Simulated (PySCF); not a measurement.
The numbers are results of PBE0-D3(BJ)/def2-TZVP // PBE0-D3(BJ)/def2-SVP in PySCF 2.14.0, not measurements. Isolated molecules, 0 K electronic values unless said otherwise. One relaxed conformer stands for a flexible species; it need not be the lowest. Delta-SCF ions had no search for a lower state. Excitations are Tamm–Dancoff values on a coarser integration grid. The basis has no diffuse functions, so Rydberg states are missing or too high.

Reference species: [Ga(H)3(H2O)] (neutral, multiplicity 1).

- T1 excitation (TDA): 5.47 eV
- S1–T1 gap (TDA): 0.32 eV
- vertical ionisation energy (Delta-SCF): 10.12 eV

Changed species: [Ga(H)3(NH3)] (adduct with NH3; the reference has adduct with H2O).

Question: What does the change do to the T1 excitation (TDA), S1–T1 gap (TDA) and vertical ionisation energy (Delta-SCF)?

Answer: the T1 excitation (TDA) increases by 0.32 eV, to 5.79 eV; the S1–T1 gap (TDA) falls by 0.07 eV, to 0.25 eV; the vertical ionisation energy (Delta-SCF) falls by 0.29 eV, to 9.83 eV.
